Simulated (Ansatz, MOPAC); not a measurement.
Molecule: CH6BO2Si, charge 0, multiplicity 2. SMILES: C[SiH2]B([O])O

Atoms: C1, Si2, B3, O4, O5, H6, H7, H8, H9, H10, H11. Bonds: C1-Si2, C1-H6, C1-H7, C1-H8, Si2-B3, Si2-H9, Si2-H10, B3-O4, B3-O5, O5-H11.

Bond lengths (Å) and angles (degrees) optimised at PM3 with MOPAC; HF/STO-3G with Ansatz (a quantum-chemistry and plane-wave program); HF/6-31G* with Ansatz; PBE/6-31G* with Ansatz; B3LYP/LANL2DZ with Ansatz; B3LYP/6-31G* with Ansatz, each started from the B3LYP-D3(BJ)/def2-TZVP structure (Ansatz) of the last column. A row stands for all coordinates that are equal there; 11 of 26 kinds are shown. 6-31G* holds six Cartesian d functions. No wavenumbers were computed at HF/STO-3G, PBE/6-31G*, B3LYP/LANL2DZ, so these may be saddle points.

```json
[
 {"coordinate": "C1-Si2", "PM3": "1.868", "HF/STO-3G": "1.866", "HF/6-31G*": "1.892", "PBE/6-31G*": "1.901", "B3LYP/LANL2DZ": "1.899", "B3LYP/6-31G*": "1.895", "B3LYP-D3(BJ)/def2-TZVP": "1.876"},
 {"coordinate": "C1-H6", "PM3": "1.094", "HF/STO-3G": "1.082", "HF/6-31G*": "1.086", "PBE/6-31G*": "1.102", "B3LYP/LANL2DZ": "1.096", "B3LYP/6-31G*": "1.095", "B3LYP-D3(BJ)/def2-TZVP": "1.091"},
 {"coordinate": "C1-H7", "PM3": "1.095", "HF/STO-3G": "1.083", "HF/6-31G*": "1.086", "PBE/6-31G*": "1.105", "B3LYP/LANL2DZ": "1.099", "B3LYP/6-31G*": "1.097", "B3LYP-D3(BJ)/def2-TZVP": "1.093"},
 {"coordinate": "C1-H8", "PM3": "1.094", "HF/STO-3G": "1.082", "HF/6-31G*": "1.086", "PBE/6-31G*": "1.102", "B3LYP/LANL2DZ": "1.095", "B3LYP/6-31G*": "1.094", "B3LYP-D3(BJ)/def2-TZVP": "1.090"},
 {"coordinate": "Si2-B3", "PM3": "1.901", "HF/STO-3G": "1.977", "HF/6-31G*": "2.055", "PBE/6-31G*": "2.137", "B3LYP/LANL2DZ": "2.115", "B3LYP/6-31G*": "2.137", "B3LYP-D3(BJ)/def2-TZVP": "2.142"},
 {"coordinate": "Si2-H9", "PM3": "1.498", "HF/STO-3G": "1.424", "HF/6-31G*": "1.480", "PBE/6-31G*": "1.498", "B3LYP/LANL2DZ": "1.481", "B3LYP/6-31G*": "1.485", "B3LYP-D3(BJ)/def2-TZVP": "1.474"},
 {"coordinate": "Si2-H10", "PM3": "1.498", "HF/STO-3G": "1.425", "HF/6-31G*": "1.482", "PBE/6-31G*": "1.499", "B3LYP/LANL2DZ": "1.487", "B3LYP/6-31G*": "1.487", "B3LYP-D3(BJ)/def2-TZVP": "1.486"},
 {"coordinate": "B3-O4", "PM3": "1.304", "HF/STO-3G": "1.374", "HF/6-31G*": "1.352", "PBE/6-31G*": "1.290", "B3LYP/LANL2DZ": "1.312", "B3LYP/6-31G*": "1.281", "B3LYP-D3(BJ)/def2-TZVP": "1.275"},
 {"coordinate": "C1-Si2-B3", "PM3": "109.6", "HF/STO-3G": "111.7", "HF/6-31G*": "110.7", "PBE/6-31G*": "109.2", "B3LYP/LANL2DZ": "106.6", "B3LYP/6-31G*": "109.2", "B3LYP-D3(BJ)/def2-TZVP": "107.1"},
 {"coordinate": "Si2-B3-O4", "PM3": "113.2", "HF/STO-3G": "119.9", "HF/6-31G*": "118.1", "PBE/6-31G*": "96.8", "B3LYP/LANL2DZ": "106.3", "B3LYP/6-31G*": "98.5", "B3LYP-D3(BJ)/def2-TZVP": "99.1"},
 {"coordinate": "Si2-B3-O5", "PM3": "119.1", "HF/STO-3G": "120.8", "HF/6-31G*": "120.9", "PBE/6-31G*": "120.1", "B3LYP/LANL2DZ": "114.7", "B3LYP/6-31G*": "120.0", "B3LYP-D3(BJ)/def2-TZVP": "118.5"}
]
```

Mean signed difference of all 10 bond lengths from B3LYP-D3(BJ)/def2-TZVP: PM3 -0.017 Å, HF/STO-3G -0.020 Å, HF/6-31G* -0.003 Å, PBE/6-31G* 0.013 Å, B3LYP/LANL2DZ 0.008 Å, B3LYP/6-31G* 0.005 Å.
